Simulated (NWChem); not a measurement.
# One site exchanged: H, F, I, Cl

Each species was optimised at PBE0/def2-SVP with NWChem, gas phase unless a solvent is named. Some are not confirmed as minima by frequencies. def2 effective core potentials on Te, I; no spin-orbit coupling.

A: [TeH2] (H2Te)
B: F[TeH] (HTeF)
C: I[TeH] (HTeI)
D: Cl[TeH] (HTeCl)

| quantity | A (H) | B (F) | C (I) | D (Cl) |
|---|---|---|---|---|
| Pauling electronegativity of the site (pymatgen's table) | 2.20 | 3.98 | 2.66 | 3.16 |
| electrons in the molecule | 54 | 62 | 106 | 70 |
| dipole (D), PBE0/def2-SVP | 0.35 | 2.50 | 1.23 | 2.11 |
| orbital gap (eV), PBE0/def2-SVP | 5.87 | 4.17 | 3.46 | 3.94 |
| vertical ionisation energy, ΔSCF, PBE/def2-SVP (eV) | 8.91 | 8.89 | 8.29 | 8.69 |
| vertical ionisation energy, ΔSCF, B3LYP/def2-SVP (eV) | 9.01 | 9.13 | 8.48 | 8.87 |
| static polarisability, B3LYP/def2-SVPD (bohr³) | 44.5 | 41.6 | 79.5 | 56.7 |
| lowest singlet excitation, B3LYP/def2-SVPD, TDA (eV) | 4.12 | 2.44 | 2.03 | 2.32 |

“Dipole (D), PBE0/def2-SVP” runs from 0.35 in A (H) to 2.50 in B (F), rising in step with the site's electronegativity. “Orbital gap (eV), PBE0/def2-SVP” runs from 3.46 in C (I) to 5.87 in A (H), falling in step with the number of electrons. “Vertical ionisation energy, ΔSCF, PBE/def2-SVP (eV)” runs from 8.29 in C (I) to 8.91 in A (H). “Vertical ionisation energy, ΔSCF, B3LYP/def2-SVP (eV)” runs from 8.48 in C (I) to 9.13 in B (F), in no step with either the site's electronegativity or the electron count. “Static polarisability, B3LYP/def2-SVPD (bohr³)” runs from 41.6 in B (F) to 79.5 in C (I), in no step with either the site's electronegativity or the electron count. “Lowest singlet excitation, B3LYP/def2-SVPD, TDA (eV)” runs from 2.03 in C (I) to 4.12 in A (H), falling in step with the number of electrons. The order by orbital gap (eV) is the same as the order by lowest singlet excitation.

These are trends among computed rows of three or four species; they are not measurements.
